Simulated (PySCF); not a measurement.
Coordinates in bohr (charge 0 multiplicity 1):
```
I    -0.1248    0.0000   -0.2282
O     0.1167    0.0000    3.0764
O    -3.4836    0.0000   -0.6590
F     3.6646    0.0000   -0.5241
```

All numbers come from PBE0 in PySCF with I def2-TZVP with ECP28, O def2-TZVP, F def2-TZVP; scalar-relativistic core potentials, no spin–orbit coupling; density-fitted integrals.

This geometry of IO2F is a stationary point at this level.

What is the point group?

Cs.

Is it a minimum?

No: it has 1 imaginary mode, at 251i cm⁻¹ (a'').

List the harmonic modes with their infrared intensities.


| symmetry | ω (cm⁻¹) | IR (km/mol) |
| --- | --- | --- |
| a'' | 251i | – |
| a' | 199 | 18.4 |
| a' | 356 | 10.5 |
| a' | 502 | 133 |
| a' | 843 | 55.3 |
| a' | 918 | 33.3 |

Give the atomic charges and bond orders.


```json
{"atom": "I1", "Mulliken": "1.29", "Löwdin": "1.30", "polar tensor": "1.61", "Mayer order to I1": "–"}
{"atom": "O2", "Mulliken": "-0.41", "Löwdin": "-0.42", "polar tensor": "-0.41", "Mayer order to I1": "1.76"}
{"atom": "O3", "Mulliken": "-0.45", "Löwdin": "-0.46", "polar tensor": "-0.50", "Mayer order to I1": "1.71"}
{"atom": "F4", "Mulliken": "-0.44", "Löwdin": "-0.43", "polar tensor": "-0.70", "Mayer order to I1": "0.72"}
```

This need not be the most stable arrangement of these atoms. At this level a singlet minimum of Cs symmetry lies 147 kJ/mol below this structure.
